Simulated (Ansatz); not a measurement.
```yaml
crystal:
  periodic: [false, false, false]
  atoms:
    - {symbol: F, position_ang: [-1.740550, 1.022840, -0.060502]}
    - {symbol: C, position_ang: [-0.437127, 0.404838, -0.547399]}
    - {symbol: Si, position_ang: [0.738660, -0.618872, 0.574229]}
    - {symbol: Cl, position_ang: [-0.914020, -0.195554, -1.839923]}
    - {symbol: H, position_ang: [0.314909, 1.577483, -1.080356]}
    - {symbol: H, position_ang: [0.784269, 0.425759, 1.865270]}
    - {symbol: H, position_ang: [1.740225, -1.124008, -0.148744]}
    - {symbol: H, position_ang: [-0.370039, -1.541218, 1.013922]}
basis:
  gaussian: {orbitals: cc-pVTZ-DK}
hamiltonian: {xc: {name: HF}}
correlation: {method: rpa}
accuracy: high
multiplicity: 3
```

```sh
$ ansatz run in.yaml --threads 2 --pin off --events-out ev --progress --plain --max-ram 4352MiB
```

Output, abridged:

```
Error: YAML parse error: error: line 17 column 1: unknown field `multiplicity`, expected one of crystal, accuracy, basis, kpoints, hamiltonian, magnetization, projection, total_charge, correlation, batch, efield, external_charges, scf, relax, neb, saddle, md, ramp, phonons, dielectric, real_time, elastic, magnetic_configurations, gw, evaluate, workflow, output, checkpoint, execution
15 | correlation: {method: rpa}
16 | accuracy: high
17 | multiplicity: 3
```

In this input the input holds a key that doesn't belong there. The input was rejected before any iteration.
